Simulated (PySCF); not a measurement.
# Mass spectrum arithmetic for `F[SiH]1CCC1`

Species: `F[SiH]1CCC1`.

All values are calculated from tables of isotopes.

Question: Molar mass and exact mass?

Answer: For C3H7FSi, with standard atomic weights, 1 × 18.998 + 1 × 28.085 + 3 × 12.011 + 7 × 1.008 = 90.172 g/mol. From the most abundant isotopes (19F, 28Si, 12C, 1H), 1 × 18.998403 + 1 × 27.976927 + 3 × 12.000000 + 7 × 1.007825 = 90.0301 u.

Question: Give the isotope pattern of the molecular ion M+•, merging species of the same nominal mass.

Answer: 
```json
{"nominal mass": "90", "m/z (centroid)": "90.0296", "relative intensity": "100.0"}
{"nominal mass": "91", "m/z (centroid)": "91.0307", "relative intensity": "8.4"}
{"nominal mass": "92", "m/z (centroid)": "92.0268", "relative intensity": "3.6"}
{"nominal mass": "93", "m/z (centroid)": "93.0299", "relative intensity": "0.1"}
```

Cut off at 0.1 %. One electron mass, 0.00055 u, is taken off.

Question: Protons, neutrons, electrons, and exact less nominal mass of the monoisotopic species?

Answer: 48 protons, 42 neutrons and 48 electrons; 90.0301 − 90 = +0.0301 u.

Question: Find the degree of unsaturation and check the nitrogen rule.

Answer: (2 × 4 + 2 + 0 − 8)/2 = 1; the structure has 1 ring and 0 π bonds. The nominal mass 90 is even, with 0 nitrogens, as the rule says.

Question: Which singly substituted isotopologues are there?

Answer: Intensity in % of the monoisotopic species:

```csv
isotope,mass shift (u),m/z,intensity (%)
29Si,+0.99957,91.0291,5.08
13C,+1.00335,91.0329,3.24
2H,+1.00628,91.0358,0.08
30Si,+1.99684,92.0264,3.35
```

Species under 0.02 % are left out.

Question: Elemental analysis, calculated?

Answer: F 21.07 %, Si 31.15 %, C 39.96 %, H 7.83 %.

Question: What share of all molecules is the monoisotopic species?

Answer: 1 × 0.922297 × 0.9893^3 × 0.999885^7 = 89.23 %.
